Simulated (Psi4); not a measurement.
C5H6, singlet, geometry from GFN2-xTB; CCSD(T)/cc-pVDZ in Psi4.

The Psi4 input:
```
memory 2 GB

molecule {
0 1
C     2.13708071    0.41199551    0.99561250
C     1.28473866    0.20581225    0.18189963
C     0.22856165   -0.05940597   -0.77738870
C    -1.00493156   -0.55185694   -0.07744091
C    -2.18403757    0.03294560   -0.15856264
H     2.89327591    0.60152058    1.69715367
H     0.00992911    0.85361780   -1.33785592
H     0.58189043   -0.82377427   -1.47912033
H    -0.86656450   -1.43893353    0.52673530
H    -2.33966614    0.92118115   -0.74982896
H    -3.04733614   -0.35055457    0.35819707
}

set {
  basis cc-pvdz
  freeze_core true
}

energy('ccsd(t)')
print_variables()
```

What the program printed (banner, timings and long lists left out):

```
   => Loading Basis Set <=

    Name: CC-PVDZ
    Role: ORBITAL
    Keyword: BASIS

         ---------------------------------------------------------
                                   SCF
               by Justin Turney, Rob Parrish, Andy Simmonett
                          and Daniel G. A. Smith
                              RHF Reference
         ---------------------------------------------------------

  ==> Geometry <==

    Molecular point group: c1
    Full point group: C1

    Geometry (in Angstrom), charge = 0, multiplicity = 1:

       Center              X                  Y                   Z               Mass
    ------------   -----------------  -----------------  -----------------  -----------------
         C            2.095491992208     0.408436095463     0.980819781670    12.000000000000
         C            1.243149942208     0.202252835463     0.167106911670    12.000000000000
         C            0.186972932208    -0.062965384537    -0.792181418330    12.000000000000
         C           -1.046520277792    -0.555416354537    -0.092233628330    12.000000000000
         C           -2.225626287792     0.029386185463    -0.173355358330    12.000000000000
         H            2.851687192208     0.597961165463     1.682360951670     1.007825032230
         H           -0.031659607792     0.850058385463    -1.352648638330     1.007825032230
         H            0.540301712208    -0.827333684537    -1.493913048330     1.007825032230
         H           -0.908153217792    -1.442492944537     0.511942581670     1.007825032230
         H           -2.381254857792     0.917621735463    -0.764621678330     1.007825032230
         H           -3.088924857792    -0.354113984537     0.343404351670     1.007825032230

  Running in c1 symmetry.

  Rotational constants: A =      0.60875  B =      0.08950  C =      0.08449 [cm^-1]
  Rotational constants: A =  18249.89456  B =   2683.01362  C =   2532.96970 [MHz]
  Nuclear repulsion =  141.028515737117914

  Charge       = 0
  Multiplicity = 1
  Electrons    = 36
  Nalpha       = 18
  Nbeta        = 18

  ==> Algorithm <==

  SCF Algorithm Type is PK.
  DIIS enabled.
  MOM disabled.
  Fractional occupation disabled.
  Guess Type is SAD.
  Energy threshold   = 1.00e-08
  Density threshold  = 1.00e-08
  Integral threshold = 1.00e-12

  ==> Primary Basis <==

  Basis Set: CC-PVDZ
    Blend: CC-PVDZ
    Number of shells: 48
    Number of basis functions: 100
    Number of Cartesian functions: 105
[...]
  @RHF Final Energy:  -192.75578950165703
    Total Energy =                       -192.7557895016570342
[...]
              6   0        -0.0067095626

    Largest TIjAb Amplitudes:
     12  12   0   0        -0.0803098877
     10  12   0   0        -0.0368869964
     12  10   0   0        -0.0368869964
     10  10   0   0        -0.0358613352
     11  11   2   2        -0.0310456334
     10  10   5   5        -0.0295223644
      4   4  12  12        -0.0261241889
     11  11   6   6        -0.0239498515
     11  11   2   6         0.0230592809
     11  11   6   2         0.0230592809

    SCF energy       (wfn)                    = -192.755789501657034
    Reference energy (file100)                = -192.755789501658398

    Opposite-spin MP2 correlation energy      =   -0.493581721980301
    Same-spin MP2 correlation energy          =   -0.159199616633735
    Singles MP2 correlation energy            =   -0.000000000000000
    MP2 correlation energy                    =   -0.652781338614036
      * MP2 total energy                      = -193.408570840272432

    Opposite-spin CCSD correlation energy     =   -0.557833999094395
    Same-spin CCSD correlation energy         =   -0.141816880229787
    Singles CCSD correlation energy           =    0.000000000000000
    CCSD correlation energy                   =   -0.699650879324182
      * CCSD total energy                     = -193.455440380982594

            **************************
            *                        *
            *        CCTRIPLES       *
            *                        *
            **************************

    Wave function   =    CCSD_T
    Reference wfn   =      RHF

    Nuclear Rep. energy (wfn)                =  141.028515737117914
    SCF energy          (wfn)                = -192.755789501657034
    Reference energy    (file100)            = -192.755789501658398
    CCSD energy         (file100)            =   -0.699650879324182
    Total CCSD energy   (file100)            = -193.455440380982594

    Number of ijk index combinations:              455
    Approx. words needed per explicit thread:         2205472
    Number of threads for explicit ijk threading:    1

    MKL num_threads set to 1 for explicit threading.

    (T) energy                                =   -0.026798925419981
      * CCSD(T) total energy                  = -193.482239306402562

  Variable Map:
  ----------------------------------------------------------------------------
[...]
  Array Variable Map:
  ----------------------------------------------------------------------------
[...]
[...]
```
